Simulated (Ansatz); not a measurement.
Ansatz (an electronic-structure program) input (HF/3-21G): The .json file is the Basis Set Exchange's 3-21G.

Ansatz 0.2 input:
```yaml
crystal:
  periodic: [false, false, false]
  atoms:
    - {symbol: C, position_ang: [0.06994933, 0.04119991, 1.11831033]}
    - {symbol: Cl, position_ang: [0.90871509, -1.37848938, -0.20444296]}
    - {symbol: Cl, position_ang: [-0.93340309, 1.36394824, -0.19025480]}
basis:
  gaussian:
    orbitals: 3-21G.json
hamiltonian:
  xc: {name: HF}
total_charge: -1
magnetization: {spin_polarized: true, initial_magnetization: 1}
phonons: {temperatures: {t_min: 298.15, t_max: 298.15, t_step: 100}}
```

Output:

```
Functional definition: HF
integrals: 0.00 GiB planned
464 factors; integrals over basis functions are off by at most 3.9e-5 eV
mean field: 0.11 GiB planned
mean field evaluation 1: about -25909.7597 eV, gradient 1.1e1 eV
mean field evaluation 2: about -25909.9063 eV, gradient 1.1e1 eV
mean field evaluation 4: about -25910.8351 eV, gradient 1.4e0 eV
mean field evaluation 8: about -25910.8808 eV, gradient 1.4e-1 eV
mean field evaluation 16: about -25909.3771 eV, gradient 6.5e0 eV
mean field evaluation 32: about -25909.2140 eV, gradient 6.9e0 eV
mean field evaluation 64: about -25900.1183 eV, gradient 2.0e1 eV
mean field -25910.88309092 eV, -952.2073905640 hartree, gradient 2.8e-5 eV, S^2 0.768545; 0 other end points of the search recorded, 0 dependent functions left out
the calculation of the forces begins
reference -25910.88309092 eV, -952.2073905640 hartree; 21, 20 occupied and 14, 15 virtual orbitals, 464 factors
these checks for a lower state are left out or cut short: stability, starts, cluster_reference, orbital_swaps, neighbouring_geometries, increment
integrals: 0.00 GiB planned
464 factors; integrals over basis functions are off by at most 3.9e-5 eV
mean field: 0.11 GiB planned
mean field -25910.88307526 eV, -952.2073899886 hartree, gradient 9.2e-6 eV, S^2 0.768653; 0 other end points of the search recorded, 0 dependent functions left out
the calculation of the forces begins
reference -25910.88307526 eV, -952.2073899886 hartree; 21, 20 occupied and 14, 15 virtual orbitals, 464 factors
these checks for a lower state are left out or cut short: stability, starts, cluster_reference, orbital_swaps, neighbouring_geometries, increment
integrals: 0.00 GiB planned
464 factors; integrals over basis functions are off by at most 4.0e-5 eV
mean field: 0.11 GiB planned
mean field -25910.88307345 eV, -952.2073899221 hartree, gradient 1.6e-6 eV, S^2 0.768439; 0 other end points of the search recorded, 0 dependent functions left out
the calculation of the forces begins
reference -25910.88307345 eV, -952.2073899221 hartree; 21, 20 occupied and 14, 15 virtual orbitals, 464 factors
these checks for a lower state are left out or cut short: stability, starts, cluster_reference, orbital_swaps, neighbouring_geometries, increment
integrals: 0.00 GiB planned
464 factors; integrals over basis functions are off by at most 3.9e-5 eV
mean field: 0.11 GiB planned
mean field evaluation 96: about -25910.8831 eV, gradient 3.1e-5 eV
mean field -25910.88307787 eV, -952.2073900843 hartree, gradient 9.3e-6 eV, S^2 0.768651; 0 other end points of the search recorded, 0 dependent functions left out
the calculation of the forces begins
reference -25910.88307787 eV, -952.2073900843 hartree; 21, 20 occupied and 14, 15 virtual orbitals, 464 factors
these checks for a lower state are left out or cut short: stability, starts, cluster_reference, orbital_swaps, neighbouring_geometries, increment
integrals: 0.00 GiB planned
464 factors; integrals over basis functions are off by at most 4.0e-5 eV
mean field: 0.11 GiB planned
mean field -25910.88307616 eV, -952.2073900215 hartree, gradient 9.4e-6 eV, S^2 0.768441; 0 other end points of the search recorded, 0 dependent functions left out
the calculation of the forces begins
reference -25910.88307616 eV, -952.2073900215 hartree; 21, 20 occupied and 14, 15 virtual orbitals, 464 factors
these checks for a lower state are left out or cut short: stability, starts, cluster_reference, orbital_swaps, neighbouring_geometries, increment
integrals: 0.00 GiB planned
464 factors; integrals over basis functions are off by at most 4.0e-5 eV
mean field: 0.11 GiB planned
mean field -25910.88308501 eV, -952.2073903467 hartree, gradient 5.4e-6 eV, S^2 0.768480; 0 other end points of the search recorded, 0 dependent functions left out
the calculation of the forces begins
reference -25910.88308501 eV, -952.2073903467 hartree; 21, 20 occupied and 14, 15 virtual orbitals, 464 factors
these checks for a lower state are left out or cut short: stability, starts, cluster_reference, orbital_swaps, neighbouring_geometries, increment
integrals: 0.00 GiB planned
464 factors; integrals over basis functions are off by at most 3.9e-5 eV
mean field: 0.11 GiB planned
mean field -25910.88308609 eV, -952.2073903864 hartree, gradient 5.2e-6 eV, S^2 0.768612; 0 other end points of the search recorded, 0 dependent functions left out
the calculation of the forces begins
reference -25910.88308609 eV, -952.2073903864 hartree; 21, 20 occupied and 14, 15 virtual orbitals, 464 factors
Total energy: -25910.88309092 eV, -952.2073905640 hartree
Atom 0 at     0.069949     0.041200     1.118310 Å, force     0.000038     0.000022     0.000609 eV/Å
Atom 1 at     0.908715    -1.378489    -0.204443 Å, force     0.000165    -0.000285    -0.000306 eV/Å
Atom 2 at    -0.933403     1.363948    -0.190255 Å, force    -0.000203     0.000262    -0.000303 eV/Å
Dipole moment:     0.007074     0.004167     0.113102 e Å
Vibrations: 173.54 422.86 521.64 cm⁻¹, zero-point energy 0.069310 eV
```

The blocks after the first are displaced geometries, from whose forces the wavenumbers follow.

The dipole moment of an ion depends on the origin.
